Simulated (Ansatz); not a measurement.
Relaxation of CdH₃NS (6 atoms, charge 0, multiplicity 1), to a largest force component of 0.015 eV/Å in at most 40 steps.

These are results of RKS r2SCANh/def2-SVP in Ansatz 0.2.0, not measurements.

```xyz
6
Properties=species:S:1:pos:R:3:forces:R:3
N -1.019 -0.212 -1.280 -0.01 -0.44 -0.25
Cd 0.327 -0.331 0.264 -0.63 1.21 -0.02
S 0.987 1.247 1.948 -0.11 -0.29 -0.34
H -1.987 -0.271 -0.966 0.07 -0.15 0.10
H -0.952 0.692 -1.750 0.21 -0.06 0.08
H 1.836 0.474 2.611 0.47 -0.27 0.43
```

Question: Where does it end, and by what steps?

Answer: The run converged. After 8 steps the energy has fallen by 0.703 eV; Cd2 moved furthest, 0.95 Å.

| step | energy less start (eV) | largest force component (eV/Å) | accepted |
| --- | --- | --- | --- |
| 0 | 0.0000 | 1.208 | yes |
| 1 | -0.2790 | 0.721 | yes |
| 2 | -0.4428 | 0.444 | yes |
| 3 | -0.5759 | 0.366 | yes |
| 4 | -0.6482 | 0.762 | yes |
| 5 | -0.6819 | 0.575 | yes |
| 6 | -0.7008 | 0.115 | yes |
| 7 | -0.7029 | 0.037 | yes |
| 8 | -0.7030 | 0.007 | yes |

```xyz
6
Properties=species:S:1:pos:R:3
N -0.965 -0.243 -1.183
Cd -0.052 0.520 0.431
S 1.128 1.247 2.311
H -1.958 -0.425 -1.048
H -0.890 0.340 -2.015
H 1.931 0.162 2.332
```

Whether the end is a true minimum wasn't checked by a vibrational analysis.

The run took 56 s on 1 CPU thread of a shared host.
